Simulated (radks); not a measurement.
The numbers below are computed, except where a source is named.
Problem. B2+, 3 electrons, occupied as [He] 2s1. Level of theory: non-relativistic Kohn-Sham, LDA (Slater exchange, Perdew-Wang correlation), spin-polarised, spherical densities, point nucleus; open shells are filled with parallel spins first (a radial shooting solver on a logarithmic mesh with Libxc functionals). Some entries of the table are withheld. Estimate them.

| orbital | occ. | eigenvalue (eV) | r(max) (bohr) | <r^2> (bohr^2) |
|---|---|---|---|---|
| 1s up | 1 | -209.2716 | 0.2118 | 0.1486 |
| 1s down | 1 | -208.4762 | 0.2120 | 0.1479 |
| 2s up | 1 | -32.3596 | 1.369 | (1) |
| 2s down | 0 | -28.7575 | 1.379 | (2) |

Solution. 
(1) 2s up <r^2> (bohr^2): 3.111
(2) 2s down <r^2> (bohr^2): 3.330
